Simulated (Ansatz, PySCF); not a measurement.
Species: sum formula SiNH2F3, charge 0, multiplicity 1. SMILES: N[Si](F)(F)F
Geometry from a B3LYP-D3(BJ)/def2-TZVP (Ansatz, a first-principles code) optimisation:
```
Si
F 1 1.5799
F 1 1.5800 2 110.22
F 1 1.5842 2 105.79 3 113.78
N 1 1.6754 2 109.54 4 125.43
H 5 1.0060 1 122.55 2 160.13
H 5 1.0060 6 112.94 1 -163.97
```

Quantity: vertical ionisation energy (to the doublet state of charge +1; each state is the SCF solution reached for its spin), in eV. Cores are frozen in the correlated levels unless marked. UHF or UKS for open shells. Spin-orbit coupling is left out. No relativistic terms. CBS marks a two-point X^-3 extrapolation of the correlation energy; Hartree-Fock from the larger set.

```
level                                        program  vertical ionisation energy (eV)
-------------------------------------------  -------  -------------------------------
B3LYP/def2-TZVPD                              Ansatz                            11.42
CAM-B3LYP/def2-TZVPD                          Ansatz                            11.52
MP2/aug-cc-pV(D+d)Z                           Ansatz                            11.47
RI-MP2/aug-cc-pV(T+d)Z                        Ansatz                            11.60
RI-MP2/aug-cc-pV(Q+d)Z                        Ansatz                            11.66
RI-MP2/CBS(aug-cc-pV(T+d)Z,aug-cc-pV(Q+d)Z)   Ansatz                            11.72
```

For comparison, minus the highest occupied orbital energy (PySCF): 7.82 eV at TPSSh/def2-TZVPD, 10.26 eV at M06-2X/def2-TZVPD, 12.51 eV at HF/def2-TZVPD.
